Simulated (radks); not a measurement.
The numbers below are computed, except where a source is named.
Species: Lu IV. Configuration: [Xe] 4f14.

Level of theory: Dirac Kohn-Sham, SOGGA, spin-unpolarised, spherical densities, point nucleus (a radial shooting solver on a logarithmic mesh with Libxc functionals).

Energy parts (eV):
part                      energy
total                 -396594.73
kinetic                442166.33
electron-nucleus      -984721.14
Hartree                154026.29
exchange-correlation    -8066.21

Orbitals (lengths in bohr, moments of r in powers of bohr):
orbital  occ.  eigenvalue (eV)      <r^2>  small-component weight
1s1/2       2        -63166.80  0.0005122                7.11e-02
2s1/2       2        -10767.93   0.007863                1.60e-02
2p1/2       2        -10278.89   0.005643                1.61e-02
2p3/2       4        -9161.913   0.006852                1.46e-02
3s1/2       2        -2460.253    0.05161                5.21e-03
3p1/2       2        -2244.011    0.04755                5.16e-03
3p3/2       4        -2005.783    0.05426                4.75e-03
3d3/2       4        -1638.778    0.04237                4.63e-03
3d5/2       6        -1586.755    0.04422                4.52e-03
4s1/2       2        -510.6744     0.2583                1.69e-03
4p1/2       2        -422.6740     0.2682                1.61e-03
4p3/2       4        -368.4218     0.3055                1.45e-03
4d3/2       4        -223.7819     0.3403                1.26e-03
4d5/2       6        -213.8815     0.3549                1.22e-03
5s1/2       2         -87.4907      1.530                3.49e-04
5p1/2       2         -62.9570      1.911                2.79e-04
5p3/2       4         -55.8536      2.224                2.41e-04
4f5/2       6         -36.9282     0.6581                7.79e-04
4f7/2       8         -35.3993     0.6875                7.58e-04
5d3/2       0         -25.2779      4.649                1.14e-04
5d5/2       0         -24.6814      4.861                1.09e-04
6s1/2       0         -24.2468      9.119                6.73e-05

The highest occupied level is 4f7/2 at -35.399 eV. For comparison, the ionisation energy in NIST's Atomic Spectra Database is 45.25 eV (semi-empirical). In exact Kohn-Sham theory the highest level is minus the ionisation energy, but local and semilocal functionals leave it too shallow, through self-interaction and a potential that decays too fast; potentials with the right tail come closer. The density falls to 0.001 e/bohr^3 at r = 3.06 bohr. Summed over all electrons, <r^2> = 31.90 bohr^2, which gives a Langevin (diamagnetic) susceptibility term of -25.3 x 10^-6 cm^3/mol.
